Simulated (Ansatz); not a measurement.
H₂BO₃, doublet, at a GFN2-xTB geometry; PBE0/def2-SVP (Ansatz, a program for electronic structure).

The Ansatz input:
Ansatz 0.2 input:
```yaml
crystal:
  periodic: [false, false, false]
  atoms:
    - {symbol: O, position_ang: [1.34790420, -0.49857345, 0.00923664]}
    - {symbol: B, position_ang: [0.12623520, -0.04669287, 0.00086504]}
    - {symbol: O, position_ang: [-0.94645583, -0.91561202, -0.00145748]}
    - {symbol: O, position_ang: [-0.12278728, 1.31111211, -0.00586961]}
    - {symbol: H, position_ang: [-1.81315905, -0.50618699, -0.00774958]}
    - {symbol: H, position_ang: [-1.04730568, 1.56423828, -0.01185202]}
basis:
  gaussian:
    orbitals: def2-SVP
hamiltonian:
  xc: pbe0
magnetization: {spin_polarized: true, initial_magnetization: 1}
```

The log (banner, timings and long lists left out):

```
Functional definition: PBE0
631 factors; integrals over basis functions are off by at most 1.2e-3 eV
mean field evaluation 1: about -6833.0882 eV, gradient 4.1e1 eV
mean field evaluation 2: about -6829.7985 eV, gradient 5.1e1 eV
mean field evaluation 4: about -6838.6771 eV, gradient 1.3e0 eV
mean field evaluation 8: about -6838.8616 eV, gradient 2.6e-2 eV
mean field evaluation 16: about -6838.8616 eV, gradient 5.2e-5 eV
mean field -6838.86160954 eV, -251.3235286036 hartree, gradient 3.7e-6 eV, S^2 0.752467; 1 other end points of the search recorded, 0 dependent functions left out
reference -6838.86162789 eV, -251.3235292781 hartree; 16, 15 occupied and 50, 51 virtual orbitals, 631 factors
Total energy: -6838.86162789 eV, -251.3235292781 hartree
```
